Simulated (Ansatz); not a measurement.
`[CH3][GeH2][C]1=CC1` + GeH₄ → `[CH3][GeH2][GeH3]` + `C1=CC1`  (formal exchange of groups at a Ge–C bond)

Calculated with Ansatz (gas phase, PBE0-D4/def2-TZVP geometries, no zero-point term in ΔE). CBS: MP2 limit from def2 TZ/QZ plus the TZ coupled-cluster correction, frozen cores. This one scheme is used for every species. Functionals use def2-TZVPP. B3LYP here is the variant with VWN-RPA as its local correlation; programs differ in this. For Ge outer-core shells are correlated without core-valence functions, which leaves a few kJ/mol of doubt a bond. Scalar relativity is left out up to krypton. Each species was taken in one conformer, which may not be the lowest.

Q: Is it downhill or uphill in electronic energy at CCSD(T)/CBS, and by how much? (Estimate.)

A: Ansatz gave: Downhill: ΔE = -0.22 eV.

Q: What do these levels give: r2SCAN-D4, PBE0-D4, B3LYP-D4, PBE, r2SCAN, B3LYP, HF/def2-TZVPP, CCSD/def2-TZVPP, CCSD(T)/def2-TZVPP, MP2/def2-QZVPP, HF/CBS(def2), CCSD/CBS(def2)? (Estimate.)

A: The calculation gave: r2SCAN-D4 -0.24, PBE0-D4 -0.27, B3LYP-D4 -0.24, PBE -0.30, r2SCAN -0.25, B3LYP -0.26, HF/def2-TZVPP -0.16, CCSD/def2-TZVPP -0.19, CCSD(T)/def2-TZVPP -0.17, MP2/def2-QZVPP -0.17, HF/CBS(def2) -0.16, CCSD/CBS(def2) -0.23 eV.

Largest T1 diagnostic among the species: 0.012.
